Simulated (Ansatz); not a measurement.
Reaction (formal exchange of groups at a Te–C bond): `OC(=S)[TeH]` + `[SiH3]O/C=C\S` → `[SiH3]O/C=C\[TeH]` + `OC(=S)S`

Computed with Ansatz on PBE0-D4/def2-TZVP structures; ΔE is electronic, products minus reactants. CBS: MP2 limit from def2 TZ/QZ plus the TZ coupled-cluster correction, frozen cores. Double bonds are as drawn, so ΔE can hold a change between cis and trans. DFT in def2-TZVPP. B3LYP here is the variant with VWN-RPA as its local correlation; programs differ in this. Elements past krypton have def2 core potentials. For Te outer-core shells are correlated without core-valence functions, which leaves a few kJ/mol of doubt a bond. Each species was taken in one conformer, which may not be the lowest.

`OC(=S)[TeH]`:

Z-matrix (Å, degrees):
```
C
S 1 1.608
Te 1 2.140 2 124.9
O 1 1.335 2 121.9 3 180.0
H 3 1.649 1 92.4 2 -0.0
H 4 0.965 1 112.4 2 -180.0
```

`[SiH3]O/C=C\S`:

Z-matrix (Å, degrees):
```
Si
O 1 1.656
H 1 1.478 2 105.5
H 1 1.486 2 110.3 3 -119.9
H 1 1.486 2 110.3 3 119.9
C 2 1.358 1 124.5 3 -179.7
C 6 1.329 2 122.0 1 -179.1
H 6 1.087 2 117.2 1 1.0
S 7 1.742 6 126.4 2 0.0
H 7 1.082 6 119.0 2 -179.9
H 9 1.343 7 95.9 6 -0.0
```

`[SiH3]O/C=C\[TeH]`:

```xyz
11

Si   -0.413    1.360    1.340
O    -0.187    0.439   -0.018
C     0.704   -0.575   -0.120
C     0.664   -1.484   -1.085
Te   -0.741   -1.596   -2.619
H    -1.098    0.575    2.398
H     0.902    1.823    1.856
H    -1.250    2.501    0.911
H     1.492   -0.600    0.633
H     1.427   -2.251   -1.109
H    -1.500   -0.191   -2.189
```

`OC(=S)S`:

Cartesian coordinates in Å:
```
O -0.829 -0.510 0.428
C 0.066 0.395 0.035
S -0.007 1.981 0.392
S 1.351 -0.281 -0.914
H -1.495 -0.031 0.945
H 0.914 -1.554 -0.885
```

```tsv
level	ΔE (kJ/mol)	difference from CCSD(T)/CBS
PBE-D4	-29.4	3.5
PBE0-D4	-34.8	-1.9
B3LYP-D4	-32.7	0.2
ωB97M-V	-38.3	-5.4
PBE	-28.9	4.0
r2SCAN	-31.0	1.9
PBE0	-34.3	-1.4
B3LYP	-31.9	1.0
HF/def2-TZVPP	-44.3	-11.4
MP2/def2-TZVPP	-35.3	-2.4
SCS-MP2/def2-TZVPP	-34.9	-2.0
CCSD/def2-TZVPP	-37.2	-4.3
CCSD(T)/def2-TZVPP	-35.3	-2.4
HF/def2-QZVPP	-43.3	-10.4
SCS-MP2/def2-QZVPP	-33.4	-0.5
CCSD/CBS(def2)	-34.8	-1.9
CCSD(T)/CBS	-32.9	0
```

Largest T1 diagnostic among the species: 0.017.

In def2-TZVPP, CCSD(T) changes the Hartree–Fock value by +9.0 kJ/mol (the triples alone add +1.9 kJ/mol) and MP2 by +9.0 kJ/mol. From PBE to PBE0 (25 % exact exchange), in def2-TZVPP and without D4, ΔE moves by −5.4 kJ/mol.
